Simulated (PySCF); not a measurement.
Species: C5H7NO.
Z-matrix (Å and degrees, B3LYP/cc-pVDZ geometry), rows numbered from 1:
```
C 
C   1  1.3480
C   2  1.4452  1  124.72
C   3  1.3667  2  125.96  1   177.42
N   4  1.3800  3  127.54  2     0.73
C   4  1.4800  3  118.05  2   178.95
O   6  1.2180  4  122.88  3   176.81
H   1  1.0940  2  121.37  3    -0.71
H   1  1.0915  2  121.40  3   179.15
H   2  1.0963  1  118.15  3  -178.85
H   3  1.0941  2  117.45  1    -3.06
H   5  1.0134  4  117.51  3   -32.37
H   5  1.0181  4  112.17  3  -167.31
H   6  1.1163  4  115.17  3    -2.87
```

Computed, not measured: B3LYP/cc-pVDZ geometry optimisation, gas phase in PySCF 2.14.0.

Take the most abundant isotopes and a rigid rotor. The values belong to one conformer with, in the numbering `[CH2:1]=[CH:2]/[CH:3]=[C:4](\[NH2:5])[CH:6]=[O:7]`, C1–C2–C3–C4 177°, C3–C4–C6–O7 177°.

**Question.** What are A, B and C (cm⁻¹)?

**Answer.** Ia = 61.41, Ib = 390.18, Ic = 451.00 u·Å²; 505379 MHz·u·Å²/I gives 8230, 1295 and 1121 MHz, that is A = 0.27451, B = 0.04320, C = 0.03738 cm⁻¹.

**Question.** What kind of rotor is it?

**Answer.** A near-prolate asymmetric top; Ray's κ = -0.951.

**Question.** What does the inertial defect say?

**Answer.** Not planar: Δ = Ic − Ia − Ib = -0.60 u·Å². For a rigid frame Δ = −2 Σ m c², so Σ m c² = 0.30 u·Å² lies off the ab plane: 0.23 from hydrogen and 0.07 from heavier atoms. The atom farthest from that plane is 0.42 Å away.

**Question.** Give the other two planar moments, Paa and Pbb, and the rms extents of the mass along the axes.

**Answer.** Paa = Σ m a² = (Ib + Ic − Ia)/2 = 389.88 and Pbb = Σ m b² = (Ia + Ic − Ib)/2 = 61.11 u·Å². With the mass M = 97.05 u, the rms extents √(P/M) along a, b and c are 2.00, 0.79, 0.06 Å.

**Question.** Give the coordinates in the principal-axis frame, origin at the centre of mass.

**Answer.** The sense of each axis is arbitrary; atoms in the order of the calculation.
| atom | mass (u) | a (Å) | b (Å) | c (Å) |
| --- | --- | --- | --- | --- |
| C1 | 12.000 | 3.256 | -0.356 | 0.031 |
| C2 | 12.000 | 2.046 | 0.237 | -0.023 |
| C3 | 12.000 | 0.784 | -0.465 | -0.009 |
| C4 | 12.000 | -0.456 | 0.111 | -0.013 |
| N5 | 14.003 | -0.757 | 1.458 | -0.043 |
| C6 | 12.000 | -1.637 | -0.780 | -0.021 |
| O7 | 15.995 | -2.780 | -0.363 | 0.032 |
| H8 | 1.008 | 3.354 | -1.443 | 0.101 |
| H9 | 1.008 | 4.177 | 0.228 | 0.004 |
| H10 | 1.008 | 2.009 | 1.330 | -0.100 |
| H11 | 1.008 | 0.815 | -1.559 | -0.004 |
| H12 | 1.008 | -0.114 | 2.091 | 0.417 |
| H13 | 1.008 | -1.736 | 1.637 | 0.168 |
| H14 | 1.008 | -1.409 | -1.871 | -0.075 |

**Question.** List the rotational levels J(Ka,Kc) to J = 5 (MHz).

**Answer.** Above 0(0,0):
J = 1: 1(0,1) 2416, 1(1,1) 9350, 1(1,0) 9525
J = 2: 2(0,2) 7244, 2(1,2) 14007, 2(1,1) 14531, 2(2,1) 35335, 2(2,0) 35338
J = 3: 3(0,3) 14479, 3(1,3) 20991, 3(1,2) 22039, 3(2,2) 42582, 3(2,1) 42598, 3(3,1) 77693, 3(3,0) 77693
J = 4: 4(0,4) 24109, 4(1,4) 30298, 4(1,3) 32045, 4(2,3) 52243, 4(2,2) 52292, 4(3,2) 87363, 4(3,1) 87363, 4(4,1) 136510, 4(4,0) 136510
J = 5: 5(0,5) 36124, 5(1,5) 41927, 5(1,4) 44546, 5(2,4) 64315, 5(2,3) 64428, 5(3,3) 99453, 5(3,2) 99454, 5(4,2) 148596, 5(4,1) 148596, 5(5,1) 211786, 5(5,0) 211786

**Question.** Which types of transition are allowed, and where do some lines up to J = 2 fall?

**Answer.** The dipole components are |μa| = 2.09 D, |μb| = 0.73 D, |μc| = 0.82 D. The squared components, which scale the intensities, stand as 1.00 : 0.12 : 0.15 (a : b : c). Some of the stronger lines:

```csv
type,branch,"J(Ka,Kc)",MHz,lower level (cm⁻¹)
a,Q,"2(1,1) ← 2(1,2)",524,0.467
a,R,"1(0,1) ← 0(0,0)",2416,0.000
a,R,"2(1,2) ← 1(1,1)",4657,0.312
a,R,"2(0,2) ← 1(0,1)",4828,0.081
a,R,"2(1,1) ← 1(1,0)",5006,0.318
c,Q,"2(1,2) ← 2(0,2)",6763,0.242
c,Q,"1(1,1) ← 1(0,1)",6934,0.081
b,Q,"1(1,0) ← 1(0,1)",7109,0.081
b,Q,"2(1,1) ← 2(0,2)",7287,0.242
b,R,"1(1,1) ← 0(0,0)",9350,0.000
c,R,"1(1,0) ← 0(0,0)",9525,0.000
b,R,"2(1,2) ← 1(0,1)",11591,0.081
c,R,"2(1,1) ← 1(0,1)",12115,0.081
c,Q,"2(2,1) ← 2(1,1)",20803,0.485
b,Q,"2(2,0) ← 2(1,1)",20807,0.485
b,Q,"2(2,1) ← 2(1,2)",21327,0.467
b,R,"2(2,1) ← 1(1,0)",25810,0.318
c,R,"2(2,0) ← 1(1,0)",25813,0.318
c,R,"2(2,1) ← 1(1,1)",25984,0.312
b,R,"2(2,0) ← 1(1,1)",25988,0.312
```

No B3LYP/cc-pVDZ frequencies stand behind this structure, so it isn't proved a minimum. Constants of a rigid frame at the computed geometry: no zero-point averaging, no centrifugal distortion. A rigid rotor knows nothing of inversion at nitrogen, which can split or shift real lines. Quadrupole hyperfine structure (14N) is left out.

On one thread, Arm Neoverse V1 (aarch64), shared host with 64 logical CPUs at a one-minute load of 41, this took 57 s of wall time and 0.53 GiB of memory at its peak. That covers the optimisation of the geometry.
